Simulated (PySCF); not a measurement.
Vertical excitations of a molecule C5H5FO from TDDFT-PBE/def2-SVPD (PySCF), as energy in eV (oscillator strength): 5.94 (0.002), 6.21 (0.013), 6.45 (0.004), 6.69 (0.016), 6.78 (0.023), 6.80 (0.032), 7.23 (0.033), 7.25 (0.029), 7.32 (0.013), 7.35 (0.006). Lowest triplet (TDA): 5.15 eV. Coordinates come from a ωB97X-D3(BJ)/def2-SVP optimisation. The values are those of a single conformer.

**Question.** Which molecule gave these data?
(A) C#C[C@@]1(F)CCO1
(B) C#CC[C@@H](F)C=O
(C) C=C1COC=C1F
(D) O=C[C@@H]1C=C(F)C1

**Answer.** A, C#C[C@@]1(F)CCO1
